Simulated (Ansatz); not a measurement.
Molecular dynamics of BFH$_{7}$NSi

input.yaml

```yaml
crystal:
  periodic: [false, false, false]
  atoms:
    - { symbol: B, position_ang: [0.132703, -0.598134, -0.051093] }
    - { symbol: F, position_ang: [-0.647916, 0.687865, 0.965888] }
    - { symbol: H, position_ang: [1.264489, -0.199761, -0.167007] }
    - { symbol: H, position_ang: [-0.594271, -0.691574, -1.0059] }
    - { symbol: "N", position_ang: [-0.109089, -1.583128, 1.078562] }
    - { symbol: H, position_ang: [-0.897914, -2.219532, 0.927591] }
    - { symbol: Si, position_ang: [1.248463, -2.25593, 2.005868] }
    - { symbol: H, position_ang: [2.075762, -3.219544, 1.206664] }
    - { symbol: H, position_ang: [2.098629, -1.109969, 2.449332] }
    - { symbol: H, position_ang: [0.696874, -2.983433, 3.196712] }
    - { symbol: H, position_ang: [-0.634429, -0.217762, 1.500984] }
basis:
  gaussian: { orbitals: "6-31G*" }
hamiltonian:
  xc: pbe
  dispersion: d4
md:
  timestep: 0.5
  n_steps: 200
  ensemble: nve
  temperature: 100.0
  initial_velocities: maxwell_boltzmann
  seed: 2674
```

Run as:

```bash
$ ansatz run input.yaml --threads 1 --pin off --max-ram 2048MiB --backend cpu --events-out ev --progress --plain --runs-dir out
```

It starts at the highest image of a converged band, a first-order saddle point between two minima.

Output, in part (step lines, the closing report, with atoms numbered from 0):

```
md step     0: t =     0.00 fs  T =   100.0 K  F+E_penalty+E_count = -12864.81234009 eV  E_kin = 0.116334 eV  conserved = -12864.69600609 eV  (25 SCF iters)
md step     1: t =     0.50 fs  T =    98.2 K  F+E_penalty+E_count = -12864.81024142 eV  E_kin = 0.114256 eV  conserved = -12864.69598504 eV  (31 SCF iters)
md step     2: t =     1.00 fs  T =    92.9 K  F+E_penalty+E_count = -12864.80397618 eV  E_kin = 0.108058 eV  conserved = -12864.69591830 eV  (30 SCF iters)
md step     3: t =     1.50 fs  T =    84.9 K  F+E_penalty+E_count = -12864.79461338 eV  E_kin = 0.098790 eV  conserved = -12864.69582290 eV  (31 SCF iters)
md step     4: t =     2.00 fs  T =    75.6 K  F+E_penalty+E_count = -12864.78367351 eV  E_kin = 0.087952 eV  conserved = -12864.69572109 eV  (31 SCF iters)
md step     5: t =     2.50 fs  T =    66.3 K  F+E_penalty+E_count = -12864.77277620 eV  E_kin = 0.077141 eV  conserved = -12864.69563476 eV  (30 SCF iters)
md step     6: t =     3.00 fs  T =    58.2 K  F+E_penalty+E_count = -12864.76329346 eV  E_kin = 0.067713 eV  conserved = -12864.69558056 eV  (30 SCF iters)
md step     7: t =     3.50 fs  T =    52.0 K  F+E_penalty+E_count = -12864.75608687 eV  E_kin = 0.060520 eV  conserved = -12864.69556643 eV  (31 SCF iters)
[... lines left out ...]
Total energy: -12864.85970708 eV, -472.7748741200 hartree
Atom 0 at     0.264794    -1.014293    -0.263986 Å, force     0.063298     0.113565     0.089331 eV/Å
Atom 1 at    -0.827647     1.109481     1.181174 Å, force     0.116447    -0.441514     0.101572 eV/Å
Atom 2 at     1.282269    -0.398450    -0.296172 Å, force     0.368445     0.108613    -0.073854 eV/Å
Atom 3 at    -0.502378    -1.023680    -1.173687 Å, force    -0.284374     0.064862    -0.184509 eV/Å
Atom 4 at    -0.002278    -1.796813     0.890408 Å, force    -0.561646     0.000210    -0.078219 eV/Å
Atom 5 at    -0.898586    -2.307670     0.849805 Å, force     0.414971    -0.043437     0.228983 eV/Å
Atom 6 at     1.262906    -2.269803     2.041526 Å, force    -0.044790    -0.358028     0.252860 eV/Å
Atom 7 at     2.087933    -3.411697     1.507073 Å, force    -0.029595     0.132899     0.016340 eV/Å
Atom 8 at     2.126835    -1.074048     2.275448 Å, force    -0.016496    -0.015012     0.016647 eV/Å
Atom 9 at     0.631705    -2.769653     3.325671 Å, force     0.055615     0.199531    -0.209874 eV/Å
Atom 10 at    -0.634342     0.216017     1.466762 Å, force    -0.081875     0.238310    -0.159277 eV/Å
Dipole moment:    -0.014065    -0.595171     0.242768 e Å
```

The steps, from the saved trajectory:

```json
{"time (fs)": "0.0", "T (K)": "100", "potential energy less start (eV)": "0.000", "conserved less start (meV/atom)": "0.00"}
{"time (fs)": "3.0", "T (K)": "58", "potential energy less start (eV)": "0.049", "conserved less start (meV/atom)": "0.04"}
{"time (fs)": "6.0", "T (K)": "43", "potential energy less start (eV)": "0.066", "conserved less start (meV/atom)": "0.02"}
{"time (fs)": "9.0", "T (K)": "30", "potential energy less start (eV)": "0.082", "conserved less start (meV/atom)": "0.03"}
{"time (fs)": "12.0", "T (K)": "39", "potential energy less start (eV)": "0.071", "conserved less start (meV/atom)": "0.03"}
{"time (fs)": "15.0", "T (K)": "70", "potential energy less start (eV)": "0.035", "conserved less start (meV/atom)": "0.01"}
{"time (fs)": "18.0", "T (K)": "53", "potential energy less start (eV)": "0.055", "conserved less start (meV/atom)": "0.03"}
{"time (fs)": "21.0", "T (K)": "54", "potential energy less start (eV)": "0.054", "conserved less start (meV/atom)": "0.03"}
{"time (fs)": "24.0", "T (K)": "60", "potential energy less start (eV)": "0.047", "conserved less start (meV/atom)": "0.02"}
{"time (fs)": "27.0", "T (K)": "56", "potential energy less start (eV)": "0.051", "conserved less start (meV/atom)": "0.03"}
{"time (fs)": "30.0", "T (K)": "69", "potential energy less start (eV)": "0.036", "conserved less start (meV/atom)": "0.02"}
{"time (fs)": "33.0", "T (K)": "64", "potential energy less start (eV)": "0.042", "conserved less start (meV/atom)": "0.03"}
{"time (fs)": "36.0", "T (K)": "66", "potential energy less start (eV)": "0.040", "conserved less start (meV/atom)": "0.03"}
{"time (fs)": "39.0", "T (K)": "80", "potential energy less start (eV)": "0.023", "conserved less start (meV/atom)": "0.01"}
{"time (fs)": "42.0", "T (K)": "58", "potential energy less start (eV)": "0.049", "conserved less start (meV/atom)": "0.04"}
{"time (fs)": "45.0", "T (K)": "83", "potential energy less start (eV)": "0.020", "conserved less start (meV/atom)": "0.02"}
{"time (fs)": "48.0", "T (K)": "97", "potential energy less start (eV)": "0.004", "conserved less start (meV/atom)": "0.03"}
{"time (fs)": "51.0", "T (K)": "118", "potential energy less start (eV)": "-0.021", "conserved less start (meV/atom)": "0.03"}
{"time (fs)": "54.0", "T (K)": "131", "potential energy less start (eV)": "-0.036", "conserved less start (meV/atom)": "0.02"}
{"time (fs)": "57.0", "T (K)": "106", "potential energy less start (eV)": "-0.006", "conserved less start (meV/atom)": "0.03"}
{"time (fs)": "60.0", "T (K)": "109", "potential energy less start (eV)": "-0.010", "conserved less start (meV/atom)": "0.03"}
{"time (fs)": "63.0", "T (K)": "112", "potential energy less start (eV)": "-0.013", "conserved less start (meV/atom)": "0.03"}
{"time (fs)": "66.0", "T (K)": "121", "potential energy less start (eV)": "-0.024", "conserved less start (meV/atom)": "0.03"}
{"time (fs)": "69.0", "T (K)": "132", "potential energy less start (eV)": "-0.038", "conserved less start (meV/atom)": "0.03"}
{"time (fs)": "72.0", "T (K)": "134", "potential energy less start (eV)": "-0.039", "conserved less start (meV/atom)": "0.03"}
{"time (fs)": "75.0", "T (K)": "152", "potential energy less start (eV)": "-0.061", "conserved less start (meV/atom)": "0.03"}
{"time (fs)": "78.0", "T (K)": "166", "potential energy less start (eV)": "-0.077", "conserved less start (meV/atom)": "0.02"}
{"time (fs)": "81.0", "T (K)": "152", "potential energy less start (eV)": "-0.060", "conserved less start (meV/atom)": "0.03"}
{"time (fs)": "84.0", "T (K)": "158", "potential energy less start (eV)": "-0.067", "conserved less start (meV/atom)": "0.02"}
{"time (fs)": "87.0", "T (K)": "141", "potential energy less start (eV)": "-0.047", "conserved less start (meV/atom)": "0.03"}
{"time (fs)": "90.0", "T (K)": "152", "potential energy less start (eV)": "-0.060", "conserved less start (meV/atom)": "0.02"}
{"time (fs)": "93.0", "T (K)": "152", "potential energy less start (eV)": "-0.061", "conserved less start (meV/atom)": "0.02"}
{"time (fs)": "96.0", "T (K)": "138", "potential energy less start (eV)": "-0.044", "conserved less start (meV/atom)": "0.03"}
{"time (fs)": "99.0", "T (K)": "147", "potential energy less start (eV)": "-0.054", "conserved less start (meV/atom)": "0.02"}
```

All steps were run. The conserved energy stayed within 0.041 meV per atom of its start (net change 0.022 meV per atom), so the integration is sound. The kinetic energy rose, since the run started high on the potential surface and went downhill. It ends in pieces (BH6NSi + FH), so much of that is their flight and rotation, not heat. A run of 0.1 ps of so small a system gives no equilibrium averages. The orbitals stay closed-shell, which can raise the energy where a bond breaks towards radicals; this wasn't checked here.

Between its relaxed ends the band would form F2–H11 and break B1–F2, N5–H11. These pairs go: F2–H11 1.05 → 0.96 Å, B1–F2 1.82 → 2.79 Å, N5–H11 1.52 → 2.19 Å. In the last frame they stand as after the step (other bonds may differ from the relaxed reactants and products). It ends as BH6NSi + FH. Pairs count as bonded within 1.25 times the sum of covalent radii (0.12 Å more for H–H).

Last frame:

```xyz
11
Properties=species:S:1:pos:R:3
B 0.265 -1.014 -0.264
F -0.828 1.109 1.181
H 1.282 -0.399 -0.296
H -0.502 -1.024 -1.174
N -0.002 -1.797 0.890
H -0.899 -2.308 0.850
Si 1.263 -2.270 2.042
H 2.088 -3.412 1.507
H 2.127 -1.074 2.275
H 0.632 -2.770 3.326
H -0.634 0.216 1.467
```

Run time: 9.2 min on 1 thread of Arm Neoverse V1, with other jobs on the host, peak memory 0.11 GiB.
